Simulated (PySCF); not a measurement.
# Electron correlation in C (carbon, neutral)

[He] 2s1 2p3, high-spin 5S determinant (an excited configuration). All numbers are calculated (PySCF 2.14, no relativity, point nucleus, in def2-TZVPPD (6s3p3d1f, 37 functions)). Frozen: nothing; 6 electrons correlated.

| level | correlation energy (mhartree) |
| --- | --- |
| CCSD | -50.91 |
| (T) | -0.35 |
| CCSD(T) | -51.26 |

Diagnostics: T1 = 0.0032, D1 = 0.0063, largest double amplitude 0.030.

Q: Is a single reference adequate?

A: Yes: T1 lies below 0.03 and no double amplitude reaches 0.07.

This basis was not built for core-valence correlation, so the inner-shell part is incomplete.
